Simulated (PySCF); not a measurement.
H5PSi, SMILES [SiH3]P.

Geometry: B3LYP-D3(BJ)/def2-TZVP.

Two levels are set side by side: TDA-PBE/def2-SVPD (PySCF) and TDA-PBE0/def2-SVPD (PySCF). Vertical, same geometry. The lowest singlet is HOMO→LUMO+1 96 % with PBE and HOMO→LUMO+1 82 %, HOMO→LUMO 17 % with the other functional; states are paired by order. Differences are taken from unrounded values.

| quantity | TDA-PBE0 |
|---|---|
| lowest singlet excitation (eV) | 6.59 |
| lowest triplet excitation (TDA) (eV) | 5.54 |
| first bright state (f over 0.05) (eV) | 6.86 |
| its oscillator strength | 0.20 |

**Question.** What does TDA-PBE give, and how far is it from TDA-PBE0? (The exact figures need the calculation; the answer reports its results.)

**Answer.** 
| quantity | TDA-PBE | TDA-PBE minus TDA-PBE0 |
|---|---|---|
| lowest singlet excitation (eV) | 6.12 | -0.47 |
| lowest triplet excitation (TDA) (eV) | 5.36 | -0.19 |
| first bright state (f over 0.05) (eV) | 6.40 | -0.46 |
| its oscillator strength | 0.14 | -0.06 |

A lower first singlet is the usual sign of a functional without exact exchange. Differences between two approximate levels are no errors against the true value.

Rough cost on one machine, each run with all the roots and properties that it gave: TDA-PBE0 against TDA-PBE within a factor of 2.
